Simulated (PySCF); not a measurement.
# Deuteron quadrupole couplings in `CC[Si@@H](Cl)C#C[SiH2]F`

Species: C4H8ClFSi2.
Geometry (GFN2-xTB, Å), atoms numbered from 1 in this order:
```
atom  x, y, z in Å
C1    -1.8909    0.8244    1.4928
C2    -2.1636    0.0503    0.2062
Si3   -0.9584   -1.4009   -0.0555
Cl4   -1.4176   -2.3612   -1.7868
C5     0.7584   -0.7205   -0.2213
C6     1.8667   -0.2473   -0.3390
Si7    3.5594    0.4726   -0.5266
F8     3.6886    1.6461    0.5696
H9    -2.0051    0.1810    2.3623
H10   -2.5839    1.6579    1.5935
H11   -0.8772    1.2189    1.4948
H12   -3.1927   -0.3165    0.2219
H13   -2.0977    0.7393   -0.6395
H14   -0.9884   -2.3733    1.0383
H15    4.5845   -0.4973   -0.1731
H16    3.7104    1.1353   -1.8128
```

Level: PBE0/pcSseg-1 (PySCF, non-relativistic); Q(2H) = 0.00286 b; rigid geometry, the same for H and D, with no vibrational averaging.

Problem. Rank these positions by the coupling χzz of a deuteron there, largest first.
A. H13 (methylene hydrogen)
B. H10 (methyl hydrogen)
C. H14 (Si–H hydrogen)

Solution. B (211 kHz), A (206 kHz), C (106 kHz).

Problem. Tabulate Vzz, the asymmetry η and χzz = 234.96 MHz × Q × Vzz for every hydrogen position.

Solution. 
```tsv
atom	bonded to	bond length (Å)	Vzz (au)	η	χzz (kHz)
H9	C1	1.088	0.3138	0.03	211
H10	C1	1.089	0.3134	0.02	211
H11	C1	1.088	0.3107	0.03	209
H12	C2	1.093	0.3079	0.02	207
H13	C2	1.093	0.3067	0.02	206
H14	Si3	1.464	0.1580	0.02	106
H15	Si7	1.455	0.1624	0.01	109
H16	Si7	1.455	0.1624	0.01	109
```

Problem. Average by the element that carries the hydrogen.

Solution. on C: 209 kHz over 5 positions, mean bond length 1.090 Å; on Si: 108 kHz over 3 positions, mean bond length 1.458 Å.

Problem. A static deuteron (I = 1) shows a doublet split by (3/2)χ, (3/4)χ(1 + η) and (3/4)χ(1 − η) with the field along z, y and x of the gradient. What are these for H11?

Solution. With |χ| = 208.8 kHz and η = 0.026: 313, 161 and 153 kHz, to first order and without motion.

One conformer (not necessarily the lowest) at the GFN2-xTB geometry, without solvent, vibrations or thermal averaging. GFN2-xTB bond lengths can be off by several hundredths of an ångström, more for odd bonds, and the gradients follow them. These gradients aren't converged with respect to the basis.
